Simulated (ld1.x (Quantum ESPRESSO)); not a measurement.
Cr (Z = 24) PAW: all-electron and pseudo phase curves

```json
{
 "Element": "Cr (Z = 24)",
 "Generator": "ld1.x (Quantum ESPRESSO) 7.5",
 "Type": "PAW",
 "Functional": "LDA (PZ)",
 "Relativity": "fully relativistic",
 "Frozen core": "[Ar]",
 "Valence charge": "6",
 "Reference configuration": "3d4 4s2 4p0",
 "Partial waves": "4s (bound): rcut 2.75, rcutus 3.10 bohr; 4s channel at -0.05 Ry: rcut 2.75, rcutus 3.10 bohr; 4p (bound, empty): rcut 3.35, rcutus 3.70 bohr; 4p channel at 0.45 Ry: rcut 3.35, rcutus 3.70 bohr; 3d (bound): rcut 1.70, rcutus 2.05 bohr; 3d channel at 2.5 Ry: rcut 1.70, rcutus 2.05 bohr",
 "Local potential": "all-electron potential smoothed inside 2.75 bohr (lloc = -1)",
 "Core correction": "a·sin(br)/r model core, default radius (ld1.x builds one for every PAW set, though the input has nlcc=.false.)",
 "Augmentation charge": "PSQ, radius 1.30 bohr"
}
```

Open shells are filled in proportion to 2j + 1 (rel_dist='average').

The phase is arctan(r·u′/u) with u = r·R(r), unwrapped; energies in Ry, scanned from -2 to 5 Ry. A pole is an energy at which the radial function vanishes at the test radius. The pseudo phase is shifted by a multiple of π to meet the all-electron one at the reference energy, and phase errors are pseudo minus all-electron; the curves can meet again beyond the range given. Levels narrower than the energy grid can be missing from the lists of poles.

| channel | radius (bohr) | reference energy (Ry) | poles, all-electron | poles, pseudo | unbroken range about the reference energy with phases within 0.05 rad | phase error 1 Ry above the reference energy (rad) |
| --- | --- | --- | --- | --- | --- | --- |
| s | 4.02 | -0.37 | -0.02, 2.97 | -0.02, 2.60, 3.95 | below 1.2 | -0.001 |
| p1/2 | 4.02 | -0.11 | 0.50, 3.56 | 0.50, 3.06 | below 1.6 | -0.000 |
| p3/2 | 4.02 | -0.11 | 0.52, 3.59 | 0.52, 3.08 | below 1.6 | -0.000 |
| d3/2 | 4.02 | -0.46 | -0.44, 1.50, 4.61 | -0.44, 1.50, 4.64 | the whole range | +0.004 |
| d5/2 | 4.02 | -0.45 | -0.43, 1.50, 4.62 | -0.43, 1.50, 4.65 | the whole range | +0.004 |

The ghost test of this file was not conclusive.

Phases in the d5/2 channel:

```json
{"E (Ry)": "-2.00", "all-electron": "1.397", "pseudo": "1.397"}
{"E (Ry)": "-1.76", "all-electron": "1.385", "pseudo": "1.385"}
{"E (Ry)": "-1.52", "all-electron": "1.371", "pseudo": "1.371"}
{"E (Ry)": "-1.28", "all-electron": "1.353", "pseudo": "1.353"}
{"E (Ry)": "-1.04", "all-electron": "1.329", "pseudo": "1.329"}
{"E (Ry)": "-0.80", "all-electron": "1.290", "pseudo": "1.290"}
{"E (Ry)": "-0.56", "all-electron": "1.164", "pseudo": "1.165"}
{"E (Ry)": "-0.32", "all-electron": "-1.825", "pseudo": "-1.825"}
{"E (Ry)": "-0.08", "all-electron": "-1.959", "pseudo": "-1.959"}
{"E (Ry)": "0.16", "all-electron": "-2.153", "pseudo": "-2.152"}
{"E (Ry)": "0.40", "all-electron": "-2.701", "pseudo": "-2.698"}
{"E (Ry)": "0.64", "all-electron": "-3.881", "pseudo": "-3.877"}
{"E (Ry)": "0.88", "all-electron": "-4.395", "pseudo": "-4.394"}
{"E (Ry)": "1.12", "all-electron": "-4.577", "pseudo": "-4.576"}
{"E (Ry)": "1.36", "all-electron": "-4.672", "pseudo": "-4.671"}
{"E (Ry)": "1.60", "all-electron": "-4.738", "pseudo": "-4.737"}
{"E (Ry)": "1.84", "all-electron": "-4.795", "pseudo": "-4.795"}
{"E (Ry)": "2.08", "all-electron": "-4.859", "pseudo": "-4.859"}
{"E (Ry)": "2.32", "all-electron": "-4.950", "pseudo": "-4.950"}
{"E (Ry)": "2.56", "all-electron": "-5.134", "pseudo": "-5.134"}
{"E (Ry)": "2.80", "all-electron": "-5.765", "pseudo": "-5.763"}
{"E (Ry)": "3.04", "all-electron": "-7.116", "pseudo": "-7.112"}
{"E (Ry)": "3.28", "all-electron": "-7.530", "pseudo": "-7.528"}
{"E (Ry)": "3.52", "all-electron": "-7.668", "pseudo": "-7.666"}
{"E (Ry)": "3.76", "all-electron": "-7.738", "pseudo": "-7.736"}
{"E (Ry)": "4.00", "all-electron": "-7.782", "pseudo": "-7.780"}
{"E (Ry)": "4.24", "all-electron": "-7.814", "pseudo": "-7.812"}
{"E (Ry)": "4.48", "all-electron": "-7.840", "pseudo": "-7.838"}
{"E (Ry)": "4.72", "all-electron": "-7.864", "pseudo": "-7.860"}
{"E (Ry)": "4.96", "all-electron": "-7.886", "pseudo": "-7.881"}
```
